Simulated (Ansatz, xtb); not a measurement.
Two structures of CH4AlCl3O

We compare X, `[OH2+][Al-]([Cl])([Cl])[CH2]Cl`, a singlet, with Y, a singlet given by its coordinates. Both are isolated molecules in the gas phase, relaxed with PBE0-D4/def2-SVP; the shapes shown needn't be the lowest conformers.

X (Å):

```xyz
10

C    -0.0014   -1.3907    1.8477
Al    1.1599   -0.5838    0.4563
Cl    1.1226    1.5370    0.2749
Cl    3.0287   -1.5140    0.1278
Cl   -1.7228   -1.4301    1.2453
O     0.0426   -1.0176   -1.0750
H    -0.8365   -1.2517   -0.6890
H    -0.0910   -0.2683   -1.6743
H     0.2529   -2.4312    2.0960
H    -0.0294   -0.8173    2.7853
```

Y (Å):

```xyz
10

C    -0.0331   -0.6413   -0.3410
Al   -0.4211    0.4219    1.3243
Cl   -1.9526   -0.9716    2.0593
Cl    1.4084   -0.2183    2.3601
Cl   -0.8752    2.4719    1.2694
O     0.2148   -2.0025    0.3090
H     0.9040   -1.7912    1.0089
H    -0.6063   -2.1316    0.8729
H    -0.8438   -0.8392   -1.0551
H     0.8925   -0.4490   -0.8999
```

Close contacts (Å): C1–Al2 2.01, C1–O6 1.53, Al2–Cl3 2.20, Al2–Cl4 2.20, Al2–Cl5 2.10, C1–H9 1.10, C1–H10 1.10, O6–H7 1.00, O6–H8 1.00.

Estimate which is lower in electronic energy at CCSD(T)/def2-SVP + ΔMP2/def2-TZVPP, and by roughly how much.

The CCSD(T)/def2-SVP + ΔMP2/def2-TZVPP calculation puts structure X lower, by 11.9 kcal/mol.

How the difference moves with the method:

| level | geometry | E(Y) − E(X) (kcal/mol) | departure from the last row (kcal/mol) | job, with rough time for the two |
| --- | --- | --- | --- | --- |
| PBE0-D4/def2-SVP | PBE0-D4/def2-SVP | +8.3 | −3.6 | optimisation, 35 s |
| HF/def2-SVP | PBE0-D4/def2-SVP | +12.5 | +0.6 | part of the CCSD(T) run |
| MP2/def2-SVP | PBE0-D4/def2-SVP | +10.7 | −1.2 | part of the CCSD(T) run |
| CCSD(T)/def2-SVP | PBE0-D4/def2-SVP | +10.5 | −1.4 | single point |
| CCSD(T)/def2-SVP + ΔMP2/def2-TZVPP | PBE0-D4/def2-SVP | +11.9 |  | single point, 33 s |

The levels shown agree on the order. The largest departure from CCSD(T)/def2-SVP + ΔMP2/def2-TZVPP is that of PBE0-D4/def2-SVP, 3.6 kcal/mol. Levels run at GFN2-xTB geometries aren't shown. The last row adds to CCSD(T) the change of the MP2 difference between the two basis sets, here +1.4 kcal/mol.

With thermal terms from frequencies at re-optimised GFN2-xTB minima (ideal gas, soft modes damped towards free rotors, one conformer each, 298.15 K, 1 atm): on the last row, ΔE + ΔZPE = +13.8, ΔH = +13.0, ΔG = +14.8 kcal/mol.

The correlated steps freeze 22 core orbitals. Run with Ansatz 0.2.0, xtb 6.7.1; the last row on 2 threads of Intel(R) Xeon(R) 6975P-C (Granite Rapids) on a shared host.
